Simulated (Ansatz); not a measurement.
One change: `B[SiH2]N[SiH3]` becomes `C=C[SiH2]N[SiH3]`.

Ansatz, PBE0-D4/def2-TZVP geometries, multiplicity 1. Each molecule was computed in one conformer, which needn't be the lowest.

```
                                                                                  property  `B[SiH2]N[SiH3]`
                                                       LUMO energy (B3LYP/def2-TZVPP) / eV             -2.64
                                                   HOMO–LUMO gap (ωB97M-V/def2-TZVPP) / eV              9.15
                                                         HOMO energy (PBE/def2-TZVPP) / eV             -6.08
                                                     LUMO energy (ωB97M-V/def2-TZVPP) / eV             -0.47
                                            size of the dipole moment (PBE/def2-TZVPP) / D              1.07
ideal-gas entropy at 298 K and 1 bar (rigid rotor, harmonic PBE0-D4/def2-TZVP) / J/(mol·K)               368
```

(1) Give the same properties after the change, and the shifts. (Estimate.)

Answers

(1) Ansatz gave: 
| property | `C=C[SiH2]N[SiH3]` | shift |
| --- | --- | --- |
| LUMO energy (B3LYP/def2-TZVPP) / eV | -0.84 | 1.80 |
| HOMO–LUMO gap (ωB97M-V/def2-TZVPP) / eV | 11.03 | 1.88 |
| HOMO energy (PBE/def2-TZVPP) / eV | -6.11 | -0.03 |
| LUMO energy (ωB97M-V/def2-TZVPP) / eV | 1.33 | 1.80 |
| size of the dipole moment (PBE/def2-TZVPP) / D | 1.37 | 0.30 |
| ideal-gas entropy at 298 K and 1 bar (rigid rotor, harmonic PBE0-D4/def2-TZVP) / J/(mol·K) | 389 | 21 |

With PBE0 the HOMO falls by 0.06 eV and the LUMO rises by 1.79 eV, so the gap widens by about 1.85 eV. PBE moves the HOMO by -0.03 eV and ωB97M-V by -0.07 eV. The zero-point energy changes by 61.3 kJ/mol with +6 modes. Dipoles are sizes alone; their direction can turn. Modes under 60 cm⁻¹, often nearly free rotors, make the harmonic entropy too high.

B3LYP here is the variant with VWN-RPA as its local correlation; programs differ in this.
